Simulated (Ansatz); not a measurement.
Input (CCSDT(Q)/def2-SVP; Ansatz, an electronic-structure program):

Ansatz 0.2 input:
```yaml
crystal:
  periodic: [false, false, false]
  atoms:
    - {symbol: B, position_ang: [0.00000000, -0.00000000, -0.00000000]}
    - {symbol: I, position_ang: [1.99838006, -0.32684757, -0.64488346]}
    - {symbol: I, position_ang: [-0.69952742, -0.90351349, 1.79180122]}
    - {symbol: I, position_ang: [-1.29885264, 1.23036105, -1.14691777]}
basis:
  gaussian:
    orbitals: def2-SVP
magnetization: {spin_polarized: false}
correlation: {method: ccsdt_q, electrons: outside_noble_gas}
```

Output:

```
Functional definition: HF
integrals: 0.21 GiB planned
2043 factors; integrals over basis functions are off by at most 1.7e-7 eV
mean field: 0.83 GiB planned
mean field evaluation 1: about -24888.1480 eV, gradient 1.9e1 eV
mean field evaluation 2: about -24888.3340 eV, gradient 2.0e1 eV
mean field evaluation 4: about -24889.9378 eV, gradient 2.1e0 eV
mean field evaluation 8: about -24889.9811 eV, gradient 9.1e-2 eV
mean field evaluation 16: about -24888.8446 eV, gradient 1.7e1 eV
mean field -24889.98122458 eV, -914.6899389681 hartree, gradient 1.7e-6 eV, S^2 0.000000; 0 other end points of the search recorded, 0 dependent functions left out
28 core orbitals not correlated
reference -24889.98122458 eV, -914.6899389681 hartree; 12, 12 occupied and 52, 52 virtual orbitals, 2043 factors
second order -10.32942748 eV of doubles, -0.00000000 eV of singles
coupled cluster: 2.11 GiB planned
cycle   1  -10.66095190 eV  change   -3.3e-1 eV  update   1.3e-1
cycle   2  -11.15171402 eV  change   -4.9e-1 eV  update   6.5e-2
cycle   3  -11.46328772 eV  change   -3.1e-1 eV  update   2.9e-2
cycle   4  -11.44268197 eV  change    2.1e-2 eV  update   1.1e-2
cycle   5  -11.43086230 eV  change    1.2e-2 eV  update   5.3e-3
cycle   6  -11.43290894 eV  change   -2.0e-3 eV  update   1.9e-3
cycle   7  -11.43417647 eV  change   -1.3e-3 eV  update   5.7e-4
cycle   8  -11.43388797 eV  change    2.9e-4 eV  update   1.8e-4
cycle   9  -11.43379645 eV  change    9.2e-5 eV  update   6.7e-5
cycle  10  -11.43384824 eV  change   -5.2e-5 eV  update   2.6e-5
cycle  11  -11.43380746 eV  change    4.1e-5 eV  update   1.0e-5
cycle  12  -11.43381394 eV  change   -6.5e-6 eV  update   3.7e-6
cycle  13  -11.43381629 eV  change   -2.3e-6 eV  update   1.6e-6
perturbative correction -0.02651235 eV, -0.0009743110 hartree
Total energy: -24901.44155322 eV, -915.1110982775 hartree
```
